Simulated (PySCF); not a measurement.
SMILES [OH2]->[Mg+2](<-[OH2])(<-[OH2])(<-[OH2])(<-[OH2])<-[OH2] (charge +2) (GFN2-xTB optimised geometry):

```
19

Mg     0.000     0.000     0.000
O      0.000     1.966     0.168
H      0.007     2.473     0.986
H     -0.007     2.604    -0.552
O      0.000     0.168    -1.966
H      0.772     0.213    -2.539
H     -0.771     0.222    -2.538
O     -1.973     0.000     0.000
H     -2.548    -0.768    -0.076
H     -2.547     0.769     0.076
O      1.973     0.000     0.000
H      2.548     0.770     0.056
H      2.548    -0.770    -0.056
O      0.000    -0.169     1.966
H     -0.772    -0.223     2.538
H      0.772    -0.212     2.539
O      0.000    -1.966    -0.169
H     -0.005    -2.604     0.551
H      0.005    -2.473    -0.987
```

Calculation: PySCF with CAM-B3LYP/def2-SVP.

Q: What are the frontier orbital energies?

A: HOMO-2 -19.88 eV, HOMO-1 -19.88 eV, HOMO -19.88 eV, LUMO -7.16 eV, LUMO+1 -5.45 eV.

On the same geometry PBE/def2-SVP in PySCF gives HOMO-2 -16.42 eV, HOMO-1 -16.42 eV, HOMO -16.42 eV, LUMO -8.76 eV, LUMO+1 -7.28 eV.

Meta-Löwdin charges at CAM-B3LYP/def2-SVP: Mg1 1.51, O2 -0.66, H3 0.37, H4 0.37, O5 -0.66, H6 0.37, H7 0.37, O8 -0.66, H9 0.37, H10 0.37, O11 -0.66, H12 0.37, H13 0.37, O14 -0.66, H15 0.37, H16 0.37, O17 -0.66, H18 0.37, H19 0.37.
